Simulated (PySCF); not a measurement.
Name the molecule from its bond curve

A diatomic of charge 0 contains Sn. Its triplet curve at PBE0 in a double-zeta basis (spin-free X2C with a Gaussian nucleus, PySCF), in eV from the separated fragments:

| R (Å) | E (eV) |
| --- | --- |
| 2.034 | -0.768 |
| 2.128 | -1.063 |
| 2.223 | -1.223 |
| 2.294 | -1.278 |
| 2.365 | -1.292 |
| 2.436 | -1.275 |
| 2.531 | -1.218 |
| 2.649 | -1.114 |
| 2.791 | -0.964 |
| 2.980 | -0.760 |

The fit gives ωe = 450 cm⁻¹ and the rotational constant Bₑ = 0.3616 cm⁻¹.

Task: Which atom is the partner?

Result: The minimum lies at 2.358 Å, so the reduced mass is 16.8576 u Å² cm⁻¹/(Bₑ·Re²) = 8.385 u. With Sn at 119.90 u the partner weighs about 9.0 u: Be. The molecule is BeSn.

Spin–orbit coupling is left out. The state is the lowest determinant that a PBE0 search found; another state may lie lower at other levels.
